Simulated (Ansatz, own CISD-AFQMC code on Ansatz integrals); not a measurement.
Constitutional and geometric isomers with formula H4B2O. All species are isolated molecules in the gas phase. One relaxed conformer stands for each flexible species; it need not be the lowest. Strings in code marks are SMILES.

Quantity: electronic energy of isomers of H4B2O relative to `BOB`, in kcal/mol. AFQMC values (own CISD-AFQMC code on Ansatz (a first-principles code) integrals) carry a statistical error of up to ±0.30 kcal/mol (one standard error) and the bias of the phaseless constraint.

Level 1: composite: frozen-core CCSD(T) with HF/cc-pVQZ and the correlation energy extrapolated as X^-3 from cc-pVTZ and cc-pVQZ, plus phaseless AFQMC minus CCSD(T) in cc-pVDZ // PBE0-D3(BJ)/def2-TZVP (Ansatz)
Level 2: frozen-core phaseless AFQMC with a CISD trial state/cc-pVDZ // PBE0-D3(BJ)/def2-TZVP (own CISD-AFQMC code on Ansatz integrals)
Level 3: CAM-B3LYP/cc-pVTZ // PBE0-D3(BJ)/def2-TZVP (Ansatz)
Level 4: PBE/cc-pVTZ // PBE0-D3(BJ)/def2-TZVP (Ansatz)

| species | level 2 | level 3 | level 4 |
|---|---|---|---|
| `BBO` | 31.7 | 36.0 | 32.7 |

Question: What does level 1 give for each?

Answer: 
- `BBO`: 33.2
